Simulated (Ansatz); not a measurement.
Gas-phase electronic energies from Ansatz, PBE0-D4/def2-TZVP geometries. CCSD(T)/CBS adds triple-zeta CCSD(T) − MP2 to the extrapolated MP2 energy (def2 sets, frozen cores). This one scheme is used for every species. Functionals use def2-TZVPP. B3LYP here is the variant with VWN-RPA as its local correlation; programs differ in this. One conformer a species, not always the lowest.

`[SiH3]N1[SiH2]P1` + `O[Si]S` → `[SiH3]O[Si]S` + `N1[SiH2]P1`  (ligand exchange at the Si–N bond)

`[SiH3]N1[SiH2]P1`:

Cartesian coordinates in Å:
```
Si 0.607 0.933 -1.218
N -0.209 0.198 0.099
Si -0.132 -0.640 1.586
P -1.846 -0.491 0.243
H -0.279 1.944 -1.851
H 1.840 1.581 -0.701
H 0.990 -0.061 -2.261
H -0.049 0.173 2.819
H 0.701 -1.863 1.650
H -1.623 -1.772 -0.368
```

`O[Si]S`:

Z-matrix (Å, degrees):
```
O
Si 1 1.646
H 1 0.960 2 123.1
S 2 2.176 1 104.3 3 -0.0
H 4 1.346 2 99.8 1 -0.0
```

`[SiH3]O[Si]S`:

Cartesian coordinates in Å:
```
Si 1.347 0.019 -0.498
O -0.195 -0.130 0.065
Si -1.328 -1.268 0.439
S -2.945 0.007 1.091
H 2.159 0.716 0.528
H 1.927 -1.322 -0.772
H 1.319 0.817 -1.747
H -2.285 1.162 0.893
```

`N1[SiH2]P1`:

```xyz
7

N     0.308    0.001   -1.026
Si   -0.722   -0.375    0.287
P     1.469   -0.401    0.255
H     0.400    0.793   -1.641
H    -1.419    0.722    1.000
H    -1.562   -1.583    0.144
H     1.526    0.843    0.980
```

```
           species  B3LYP-D4 energy (Eh)
`[SiH3]N1[SiH2]P1`            -978.84028
          `O[Si]S`            -764.25962
    `[SiH3]O[Si]S`           -1055.02956
      `N1[SiH2]P1`            -688.08048
```

(1) Work out ΔE.

(2) What do rigid-rotor, harmonic-oscillator terms from PBE0-D4/def2-TZVP frequencies (298.15 K, 1 bar) make of the CCSD(T)/CBS value? (Best estimate.)

Largest T1 diagnostic among the species: 0.015.

Results:

(1) ΔE = (-1055.02956) + (-688.08048) − (-978.84028) − (-764.25962) = -0.01014 Eh = -0.28 eV. CCSD(T)/CBS gives -0.28 eV.

(2) Computed: ΔZPE = +0.01 eV, ΔH = -0.27 eV, ΔS = 2 J/(mol·K), ΔG = -0.28 eV.

In def2-TZVPP, CCSD(T) changes the Hartree–Fock value by +0.08 eV (the triples alone add +0.01 eV) and MP2 by +0.11 eV. The D4 term adds +0.05 eV with B3LYP and +0.02 eV with PBE0; it sums over pairs of atoms, weighted by their polarisabilities, and B3LYP, whose exchange is more repulsive, gets the larger term. Leaving LDA and LC-ωPBE aside and taking each functional with its dispersion term where it has one, the values, not all of them listed here, spread over 0.10 eV, from CAM-B3LYP-D4 to revPBE-D4.
